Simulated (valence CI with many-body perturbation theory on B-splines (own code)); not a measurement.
**Level structure of Tc11+**

Computed by relativistic CI+MBPT: four valence electrons over a frozen Dirac-Fock core [Ar] 3d10, radial functions for each j: 11 s, 11 p, 10 d, 8 f, 5 g, 2 h, with the one-electron correlation potential Σ1, the two-electron term Σ2, the three-electron term Σ3, Breit, model QED; selected CI, second order for the rest, scaled by the run's own slope (own B-spline code, finite nucleus).

No measured spectrum was set against this ion. As an estimate, levels hold to about 250 cm⁻¹ or 0.2 % of their energy and the worst to 1 %, as in measured heavy ions of charge 2 to 7; those with d or f electrons hold less well. Among the levels kept, up to 630 cm⁻¹ of a level comes from second order outside the variational space, and about a tenth of that is noise between levels of different J, which matters for small intervals.

Levels 136 to 173 of 173, with energies above the lowest level, 4s²4p² ³P_0. "Leading %" is the weight of the configuration and term that name the level; weights of strongly mixed levels are sums over their largest components and can fall short. In the jj column 3d3/2^4 stands for four electrons in 3d with j = 3/2.

```csv
No.,Configuration,Term,J,E (cm⁻¹),Leading %,Leading jj,g
136,4s²4d²,¹G,4,960740,52,4s^2 4d3/2 4d5/2 (39 %),1.002
137,4p³4d,³G°,5,961320,79,4p1/2 4p3/2^2 4d5/2 (79 %),1.199
138,4p³4d,¹G°,4,962470,72,4p1/2 4p3/2^2 4d3/2 (39 %),1.039
139,4s²4p5p,¹S,0,977640,84,4s^2 4p3/2 5p3/2 (89 %),
140,4p³4d,³D°,1,983600,59,4p1/2^2 4p3/2 4d3/2 (30 %),0.704
141,4p³4d,¹D°,2,984260,54,4p1/2 4p3/2^2 4d3/2 (45 %),0.992
142,4p³4d,³P°,1,989950,43,4p1/2^2 4p3/2 4d5/2 (35 %),1.297
143,4p³4d,³P°,0,993400,76,4p1/2 4p3/2^2 4d5/2 (33 %),
144,4p³4d,³F°,2,998600,56,4p1/2 4p3/2^2 4d3/2 (30 %),0.790
145,4p³4d,³F°,3,999360,57,4p1/2 4p3/2^2 4d5/2 (36 %),1.085
146,4p³4d,³D°,2,1002700,39,4p1/2 4p3/2^2 4d5/2 (57 %),1.240
147,4p³4d,¹P°,1,1006000,33,4p1/2 4p3/2^2 4d5/2 (54 %),1.137
148,4p³4d,³P°,2,1007800,53,4p1/2 4p3/2^2 4d5/2 (42 %),1.358
149,4p³4d,³F°,4,1010900,61,4p3/2^3 4d5/2 (69 %),1.230
150,4p³4d,³S°,1,1011700,46,4p1/2 4p3/2^2 4d3/2 (54 %),1.795
151,4p³4d,³D°,3,1012700,54,4p1/2 4p3/2^2 4d5/2 (63 %),1.228
152,4s4p4d²,⁵G°,2,1013300,56,4s 4p1/2 4d3/2^2 (36 %),0.370
153,4s4p²5s,⁵P,1,1016800,90,4s 4p1/2^2 5s (61 %),2.439
154,4s4p4d²,⁵G°,3,1017900,51,4s 4p1/2 4d3/2 4d5/2 (27 %),0.955
155,4p³4d,³D°,3,1018300,41,4p1/2^2 4p3/2 4d5/2 (24 %),1.232
156,4p³4d,³P°,2,1021600,62,4p3/2^3 4d5/2 (51 %),1.391
157,4s4p4d²,⁵G°,4,1024600,55,4s 4p1/2 4d3/2 4d5/2 (28 %),1.159
158,4p³4d,¹D°,2,1029700,24,4p1/2 4p3/2^2 4d5/2 (44 %),1.141
159,4p³4d,³P°,1,1029700,56,4p3/2^3 4d5/2 (29 %),1.499
160,4p³4d,³P°,0,1031300,82,4p3/2^3 4d3/2 (65 %),
161,4s4p²5s,⁵P,2,1032300,96,4s 4p1/2 4p3/2 5s (91 %),1.820
162,4s4p4d²,⁵G°,5,1033700,55,4s 4p3/2 4d3/2 4d5/2 (29 %),1.266
163,4s4p²5s,³P,0,1035300,92,4s 4p1/2^2 5s (64 %),
164,4p³4d,³D°,1,1039600,51,4p3/2^3 4d3/2 (26 %),0.586
165,4p³4d,¹F°,3,1040200,53,4p3/2^3 4d5/2 (55 %),1.111
166,4s4p²4f,⁵D°,4,1042100,48,4s 4p1/2^2 4f7/2 (35 %),1.429
167,4s4p4d²,⁵G°,6,1044000,49,4s 4p3/2 4d5/2^2 (33 %),1.325
168,4s4p²4f,⁵D°,3,1045400,30,4s 4p1/2 4d3/2 4d5/2 (27 %),1.315
169,4s4p²5s,⁵P,3,1046000,89,4s 4p1/2 4p3/2 5s (62 %),1.634
170,4p³4d,¹D°,2,1046100,29,4p3/2^3 4d3/2 (25 %),1.066
171,4s4p²5s,³P,1,1049400,90,4s 4p1/2 4p3/2 5s (88 %),1.525
172,4s4p²4f,⁵D°,2,1050300,14,4s 4p1/2 4d3/2 4d5/2 (22 %),1.001
173,4p³4d,¹F°,3,1051900,37,4p1/2 4p3/2^2 4d5/2 (21 %),1.012
```

Names give the largest LS component (configuration and term), which can be under half, so a name can repeat, a term be missing and a line seem to break the LS rules; names also repeat where a configuration has a term twice.

Where two levels of one J and parity lie close, their mixing, g and order are uncertain.
